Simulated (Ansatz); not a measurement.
Potential energy curve for SeLi (cation, charge +1), lowest triplet found (which spin is the ground state isn't settled by this scan).

Methods: ROMP2 = MP2 on ROHF/aug-cc-pVDZ, cores with 3d frozen in Ansatz (a program for electronic structure); UCCSDT = CCSDT on UHF/aug-cc-pVDZ, cores with 3d frozen run with Ansatz; UMP2 = MP2 on UHF/aug-cc-pVDZ, cores with 3d frozen in Ansatz.

Energies are in kcal/mol, each relative to the lowest point of its own curve between 2.15 and 3.14 Å, where full CI is lowest.

```json
[
 {"R / Å": "1.78", "ROMP2": "64.3", "UCCSDT": "64.7", "UMP2": "64.3"},
 {"R / Å": "1.94", "ROMP2": "33.6", "UCCSDT": "34.0", "UMP2": "33.7"},
 {"R / Å": "2.05", "ROMP2": "20.6", "UCCSDT": "20.9", "UMP2": "20.6"},
 {"R / Å": "2.15", "ROMP2": "12.5", "UCCSDT": "12.8", "UMP2": "12.6"},
 {"R / Å": "2.26", "ROMP2": "6.7", "UCCSDT": "6.9", "UMP2": "6.7"},
 {"R / Å": "2.37", "ROMP2": "3.1", "UCCSDT": "3.3", "UMP2": "3.1"},
 {"R / Å": "2.41", "ROMP2": "2.2", "UCCSDT": "2.3", "UMP2": "2.2"},
 {"R / Å": "2.51", "ROMP2": "0.7", "UCCSDT": "0.8", "UMP2": "0.7"},
 {"R / Å": "2.57", "ROMP2": "0.3", "UCCSDT": "0.3", "UMP2": "0.3"},
 {"R / Å": "2.66", "ROMP2": "0.0", "UCCSDT": "0.0", "UMP2": "0.0"},
 {"R / Å": "2.81", "ROMP2": "0.4", "UCCSDT": "0.4", "UMP2": "0.4"},
 {"R / Å": "2.96", "ROMP2": "1.5", "UCCSDT": "1.4", "UMP2": "1.5"},
 {"R / Å": "3.14", "ROMP2": "3.3", "UCCSDT": "3.2", "UMP2": "3.2"},
 {"R / Å": "3.35", "ROMP2": "5.5", "UCCSDT": "5.4", "UMP2": "5.4"},
 {"R / Å": "3.65", "ROMP2": "8.5", "UCCSDT": "8.4", "UMP2": "8.4"},
 {"R / Å": "3.99", "ROMP2": "11.3", "UCCSDT": "11.3", "UMP2": "11.2"},
 {"R / Å": "4.38", "ROMP2": "13.6", "UCCSDT": "13.7", "UMP2": "13.6"},
 {"R / Å": "4.92", "ROMP2": "15.7", "UCCSDT": "15.9", "UMP2": "15.7"},
 {"R / Å": "5.45", "ROMP2": "17.0", "UCCSDT": "17.2", "UMP2": "17.0"},
 {"R / Å": "6.24", "ROMP2": "18.0", "UCCSDT": "18.2", "UMP2": "18.0"},
 {"R / Å": "7.21", "ROMP2": "18.6", "UCCSDT": "18.9", "UMP2": "18.6"},
 {"R / Å": "8.48", "ROMP2": "19.0", "UCCSDT": "19.3", "UMP2": "19.1"}
]
```

At the longest distance, 8.48 Å, UCCSDT lies highest above its minimum (19.3 kcal/mol) and ROMP2 lowest (19.0 kcal/mol).
